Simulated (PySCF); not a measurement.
C₂H₇FO₂Si, SMILES O[C@H](C)[Si@H](F)O.

The structure is a stationary point at PBE0-D3(BJ)/def2-SVP. The structure was generated by enumeration; whether it is a known compound was not checked. The values are those of a single conformer.

All values below come from TDA-M06-2X/def2-SVPD in PySCF.

Vertical excitations. Gas-phase values at a fixed geometry.

```
state  energy (eV)  λ (nm)      f                                                                main pairs
-----  -----------  ------  -----  ------------------------------------------------------------------------
S1            6.91     179  0.003                                                          HOMO→LUMO+1 88 %
S2            7.23     171  0.002                                                            HOMO→LUMO 87 %
S3            7.54     164  0.014                                                          HOMO→LUMO+2 86 %
S4            8.45     147  0.071                                        HOMO→LUMO+3 65 %, HOMO−2→LUMO 11 %
S5            8.53     145  0.044   HOMO−2→LUMO 31 %, HOMO→LUMO+3 14 %, HOMO−1→LUMO 13 %, HOMO−1→LUMO+1 9 %
S6            8.63     144  0.021  HOMO→LUMO+4 21 %, HOMO→LUMO+6 19 %, HOMO−1→LUMO+1 16 %, HOMO→LUMO+5 11 %
S7            8.91     139  0.025                    HOMO−1→LUMO+1 48 %, HOMO→LUMO+6 15 %, HOMO→LUMO+5 14 %
S8            9.04     137  0.101    HOMO→LUMO+5 32 %, HOMO→LUMO+4 27 %, HOMO−4→LUMO 7 %, HOMO−1→LUMO+1 7 %
S9            9.12     136  0.027     HOMO−4→LUMO 25 %, HOMO→LUMO+4 22 %, HOMO−1→LUMO 12 %, HOMO→LUMO+6 7 %
S10           9.21     135  0.014    HOMO→LUMO+6 25 %, HOMO−4→LUMO 20 %, HOMO→LUMO+5 18 %, HOMO−1→LUMO 13 %
T1            6.60     188      0                                                          HOMO→LUMO+1 78 %
T2            7.10     175      0                                          HOMO→LUMO 70 %, HOMO→LUMO+2 12 %
T3            7.28     170      0                                          HOMO→LUMO+2 61 %, HOMO→LUMO 12 %
T4            8.13     152      0                       HOMO−2→LUMO 47 %, HOMO−1→LUMO 16 %, HOMO−4→LUMO 7 %
```
Triplets are in the Tamm–Dancoff approximation.
